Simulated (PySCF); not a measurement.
## Iridium: a sound run and one with changed settings

Sound run: Ir⁺ [Xe] 4f14 5d7 6s1, Ir²⁺ [Xe] 4f14 5d7. Computed with PySCF 2.14 in def2-TZVP with the def2 core potential (60 electrons), with a scalar-relativistic core potential. The sound run starts from symmetry-adapted Hartree-Fock orbitals and uses a fine grid where one is needed.

Changed run: initial guess atom, at most 50 SCF cycles, level shift 10.0 hartree.

| species | method | sound run (hartree) | changed run (hartree) | converged |
| --- | --- | --- | --- | --- |
| Ir⁺ | UHF | -103.18504 | -103.14547 | no |
| Ir⁺ | MN15 | -103.74272 | -103.73060 | no |
| Ir⁺ | BP86 | -104.02983 | -104.00288 | no |
| Ir²⁺ | UHF | -102.58478 | -102.54551 | no |
| Ir²⁺ | MN15 | -103.08029 | -103.07260 | no |
| Ir²⁺ | BP86 | -103.36277 | -103.33809 | no |

A level shift slows the SCF but leaves a converged energy unchanged.
